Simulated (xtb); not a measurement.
H3Sb, charge -1, doublet, at the geometry of the source list (a state made from the parent by changing its charge; the spin is typed, not shown lowest). Base run: GFN2-xTB run with xtb.

xtb was given this input:
```
$ xtb mol.xyz --gfn 2 --chrg -1 --uhf 1 --json

# file mol.xyz
4

Sb     0.00190000    -0.00510000     0.74390000
H     -0.87650000    -1.04080000    -0.25290000
H     -0.46500000     1.28180000    -0.23730000
H      1.33960000    -0.23590000    -0.25370000
```

Variants of this job, named by their change:

| change | ΔE vs base (kJ/mol) | G_solv (kcal/mol) | SCF cycles |
|---|---|---|---|
| base | 0.00 | - | 13 |
| gbsa = methanol | -298.8 | -75.93 | 13 |
| acc = 0.0001 | 0.00 | - | 20 |
| file = coord | 0.00 | - | 13 |
| etemp = 5000 | -54.6 | - | 9 |
| gbsa = thf | -256.6 | -64.73 | 13 |
| etemp = 1000 | -8.07 | - | 11 |
| etemp = 3000 | -31.1 | - | 9 |
| alpb = cs2 | -168.5 | -40.31 | 14 |

ALPB and GBSA are two models with their own fitted parameters for each solvent, which aren't always the measured dielectric constant.
